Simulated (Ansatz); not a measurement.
Ansatz (an electronic-structure program) input for CH10O2Si3, SMILES O[Si@@H](CO)[SiH2][SiH3], CAM-B3LYP/def2-SVPD. Coordinates come from a B3LYP-D3(BJ)/def2-SVP optimisation. The structure was generated by enumeration; whether it is a known compound was not checked. One conformer was computed; it need not be the lowest.

Ansatz 0.2 input:
```yaml
crystal:
  periodic: [false, false, false]
  atoms:
    - {symbol: O, position_ang: [0.37965161, -0.83298554, 1.75487615]}
    - {symbol: C, position_ang: [-0.75037098, -1.52633587, 1.24194679]}
    - {symbol: Si, position_ang: [-0.93754110, -1.01507258, -0.58190979]}
    - {symbol: O, position_ang: [0.23856298, -1.68510888, -1.57221890]}
    - {symbol: Si, position_ang: [-0.57193907, 1.29566809, -0.63154093]}
    - {symbol: Si, position_ang: [1.50441720, 1.77568775, 0.36739551]}
    - {symbol: H, position_ang: [0.45823248, -0.99207426, 2.70417173]}
    - {symbol: H, position_ang: [-1.68790438, -1.25017549, 1.76908648]}
    - {symbol: H, position_ang: [-0.64668045, -2.62760381, 1.33764461]}
    - {symbol: H, position_ang: [-2.30331477, -1.45915986, -1.01352909]}
    - {symbol: H, position_ang: [0.21292695, -2.63967811, -1.70844663]}
    - {symbol: H, position_ang: [-1.66400954, 1.96430631, 0.14422440]}
    - {symbol: H, position_ang: [-0.62462813, 1.81200907, -2.03329611]}
    - {symbol: H, position_ang: [2.02447531, 3.07755094, -0.15850549]}
    - {symbol: H, position_ang: [1.35430003, 1.91028861, 1.84386222]}
    - {symbol: H, position_ang: [2.50399351, 0.71934187, 0.04662215]}
basis:
  gaussian:
    orbitals: def2-SVPD
hamiltonian:
  xc: {name: CAM-B3LYP}
```

Output:

```
WARN ansatz: RAYON_NUM_THREADS=2 ignored (pool sized by the plan → 2); use --threads N
Functional definition: CAM-B3LYP
integrals: 0.26 GiB planned
1890 factors; their error is unknown
integrals: 0.28 GiB planned
859 factors; integrals over basis functions are off by at most 6.3e-6 eV
mean field: 2.43 GiB planned
mean field evaluation 1: about -28907.7615 eV, gradient 6.3e1 eV
mean field evaluation 2: about -28901.8653 eV, gradient 8.6e1 eV
mean field evaluation 4: about -28914.9993 eV, gradient 3.0e0 eV
mean field evaluation 8: about -28915.0185 eV, gradient 5.3e-2 eV
mean field evaluation 16: about -28915.1505 eV, gradient 2.0e-5 eV
mean field -28915.15049592 eV, -1062.6121813321 hartree, gradient 2.0e-5 eV, S^2 0.000000; 0 other end points of the search recorded, 0 dependent functions left out
reference -28915.15067105 eV, -1062.6121877680 hartree; 37, 37 occupied and 181, 181 virtual orbitals, 1890 factors
Total energy: -28915.15067105 eV, -1062.6121877680 hartree
```

Self-consistency was reached.

Cost: roughly 10 core-seconds.
